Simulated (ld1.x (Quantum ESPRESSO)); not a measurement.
Before and after: TM potential for Kr

* Element: krypton (Kr)
* Generator: ld1.x (Quantum ESPRESSO) 7.5
* Type: norm-conserving Troullier–Martins (Kleinman–Bylander form)
* Functional: PBEsol
* Relativity: scalar-relativistic
* Frozen core: [Ar]
* Valence charge: 18
* Reference configuration: 3d10 4s2 4p4 (charge +2)
* Partial waves: 4s (bound): rc 1.30 bohr; 4p (bound): rc 1.50 bohr; 3d (bound): rc 0.80 bohr; 4f channel at 0.2 Ry: rc 1.60 bohr
* Local potential: all-electron potential smoothed inside 0.75 bohr (lloc = -2)
* Core correction: none

Change: wave 4s (bound): rc 1.30 bohr becomes 4s (bound): rc 1.94 bohr.

Cutoffs: the cutoffs (Ry, on a coarse ladder) from which the occupation-weighted sum of valence levels, in a spherical-Bessel basis at the reference potential, stays within 10 and 1 mRy of its value at 400 Ry; they do not see the model core or the augmentation charge, which bear on the density cutoff. Errors are all-electron minus pseudo energies relative to the spin-unpolarised reference configuration.

Q: How do hardness, ghosts and transferability respond?

A: Both files keep a bound ghost (s); of the 7 tests that both files solve, the error grows in 3 and shrinks in 0 by more than 15 % and 0.3 meV (median size 24.8 → 26.6 meV). More of the atom is replaced by a form fitted at one configuration, so other configurations suffer.

```tsv
quantity	base	changed
cutoff, loose	over 300 Ry	over 300 Ry
cutoff, tight	over 300 Ry	over 300 Ry
loose cutoff by channel (10 mRy a level)	s 45 Ry, p 25 Ry, d over 300 Ry	s 35 Ry, p 25 Ry, d over 300 Ry
bound ghosts	s	s
error for 3d10 4s2 4p6, meV [ΔE -39.46 eV]	+36	+39
error for 3d10 4s2 4p5, meV [ΔE -25.18 eV]	+14	+15
error for 3d10 4s2 4p3, meV [ΔE 37.09 eV]	+5.0	+7.1
error for 3d10 4s2 4p5.5, meV [ΔE -33.61 eV]	+25	+27
error for 3d10 4s1 4p6, meV [ΔE -10.67 eV]	+4.6	-8.0
error for 3d9 4s2 4p6, meV [ΔE 54.41 eV]	-985	-1084
error for 3d10 4s2 4p2, meV [ΔE 86.93 eV]	+33	+44
```

 A true bound ghost makes a file unfit for plane-wave use even where its test errors are small: the radial tests pick states by their node count and pass the ghost by.
